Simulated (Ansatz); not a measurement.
One change: `CC(=O)[SiH2][SiH3]` becomes `CC(N)=O`.

Ansatz, PBE0-D4/def2-TZVP geometries, multiplicity 1. Each molecule was computed in one conformer, which needn't be the lowest.

```csv
property,`CC(=O)[SiH2][SiH3]`
HOMO–LUMO gap (B3LYP/def2-TZVPP) / eV,5.15
HOMO energy (B3LYP/def2-TZVPP) / eV,-6.68
HOMO–LUMO gap (ωB97M-V/def2-TZVPP) / eV,10.01
HOMO energy (PBE/def2-TZVPP) / eV,-5.50
HOMO energy (PBE0/def2-TZVPP) / eV,-6.89
zero-point energy (PBE0-D4/def2-TZVP) / kJ/mol,230.3
```

**Question.** Give the same properties after the change, and the shifts. (An estimate is asked.)

**Answer.** Computed: 
```csv
property,`CC(N)=O`,shift
HOMO–LUMO gap (B3LYP/def2-TZVPP) / eV,7.50,2.35
HOMO energy (B3LYP/def2-TZVPP) / eV,-7.06,-0.38
HOMO–LUMO gap (ωB97M-V/def2-TZVPP) / eV,11.96,1.95
HOMO energy (PBE/def2-TZVPP) / eV,-5.65,-0.15
HOMO energy (PBE0/def2-TZVPP) / eV,-7.31,-0.42
zero-point energy (PBE0-D4/def2-TZVP) / kJ/mol,193.3,-37.0
```

With PBE0 the HOMO falls by 0.42 eV and the LUMO rises by 2.13 eV, so the gap widens by about 2.55 eV. PBE moves the HOMO by -0.15 eV and ωB97M-V by -0.61 eV. The zero-point energy changes by -37.0 kJ/mol with -12 modes.

Positive LUMOs are unbound, so they and the gaps depend on the basis.

B3LYP here is the variant with VWN-RPA as its local correlation; programs differ in this.
